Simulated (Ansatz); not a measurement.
Reaction: H2S2 (SMILES SS) → H2S2+ (parent SMILES SS, doublet) + e-
Each species at its own B3LYP-D3(BJ)/def2-TZVP minimum (Ansatz, an electronic-structure program).

Quantity: adiabatic ionisation energy (electronic), in eV. Open shells are spin-unrestricted; no spin-orbit coupling. CBS(X,Y): correlation extrapolated as X^-3, Hartree-Fock from the larger set (Q,5: extrapolated as (X+1)exp(-9√X)). A bracket is a step between two methods taken in the basis named. The functionals are non-relativistic, so their misses hold any scalar relativity. Double hybrids freeze cores in their MP2 part. 'core' is core correlation in cc-pwCVTZ (1s frozen past Ne), 'X2C' scalar relativity in cc-pVTZ-DK, both at CCSD(T). The UHF reference of H2S2+ (parent SMILES SS, doublet) is spin-contaminated (<S^2> up to 0.03 over the pure value in the sets run). The spin of H2S2+ (parent SMILES SS, doublet) was assumed, and the state is the lowest solution found for it.

CCSD(T)/CBS(cc-pV(Q+d)Z,cc-pV(5+d)Z) + [CCSDT(Q) - CCSD(T)]/cc-pV(T+d)Z + core + X2C (Ansatz) gives 9.06 eV.

Problem. What does PBE/def2-TZVPD (Ansatz) give here, and how do the other levels compare?

Solution. PBE gives 8.77 eV, 0.29 eV below it. Differences of the others: r2SCAN/def2-TZVPD (Ansatz) -0.25; B3LYP/def2-TZVPD (Ansatz) -0.14; PBE0/def2-TZVPD (Ansatz) -0.18; wB97M-V/def2-TZVPD (Ansatz) -0.07; B2PLYP/def2-TZVPD (Ansatz) -0.19; CCSD(T)/CBS(cc-pV(Q+d)Z,cc-pV(5+d)Z) + core + X2C (Ansatz) 0.01 eV.
